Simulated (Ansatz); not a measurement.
Stepwise reaction of `F[SiH](F)[GeH3]` with hydrogen chloride, as a gas-phase model of exchange steps in deposition or etching. ΔE in kJ/mol; ΔG adds harmonic PBE0-D4 terms to CCSD(T)/CBS, at 1 bar.

Gas-phase electronic energies from Ansatz, PBE0-D4/def2-TZVP geometries. CCSD(T)/CBS adds triple-zeta CCSD(T) − MP2 to the extrapolated MP2 energy (def2 sets, frozen cores). This one scheme is used for every species. Functionals use def2-TZVPP. B3LYP here is the variant with VWN-RPA as its local correlation; programs differ in this. For Ge outer-core shells are correlated without core-valence functions, which leaves a few kJ/mol of doubt a bond. Scalar relativity is left out up to krypton.

```json
{"step": "2", "reaction": "`F[SiH](Cl)[GeH3]` + HCl → `Cl[SiH](Cl)[GeH3]` + H–F", "PBE-D4": "30.4", "B3LYP-D4": "39.6", "ωB97M-V": "38.5", "CCSD(T)/CBS": "34.6", "ΔG(400 K)": "39.9"}
```

Q: Give the row of step 1, `F[SiH](F)[GeH3]` + HCl → `F[SiH](Cl)[GeH3]` + H–F. (Estimate.)

A: Ansatz gave: 
```tsv
step	reaction	PBE-D4	B3LYP-D4	ωB97M-V	CCSD(T)/CBS	ΔG(400 K)
1	`F[SiH](F)[GeH3]` + HCl → `F[SiH](Cl)[GeH3]` + H–F	34.5	44.2	42.7	40.1	45.2
```

Q: By hand: ΔE of the 2 steps together at CCSD(T)/CBS.

A: (40.1) + (34.6) = 74.7 kJ/mol, or 37.4 kJ/mol a step.

In ΔE each step is lower than the one before. All are uphill at CCSD(T)/CBS. ΔG lies between 39.9 and 45.2 kJ/mol a step. PBE-D4 differs from CCSD(T)/CBS by -5.6 to -4.2 kJ/mol a step. Isolated molecules leave out the surface, adducts and barriers. Largest T1 diagnostic: 0.012.
